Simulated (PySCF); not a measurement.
Computed with ωB97X-D3(BJ)/def2-TZVP // B3LYP-D3(BJ)/def2-TZVP run with PySCF 2.14.0. Isolated molecules, 0 K electronic values unless said otherwise. 

Reference species (SMILES): `[GeH3][Cl]` (neutral, multiplicity 1).

```yaml
dipole_moment: 2.12 D
```

Changed species: `[Cl][GeH]([Cl])[Cl]` (whole molecule; the reference has whole molecule).

Problem. What does the change do to the dipole moment?

Solution. the dipole moment falls by 0.57 D, to 1.55 D.
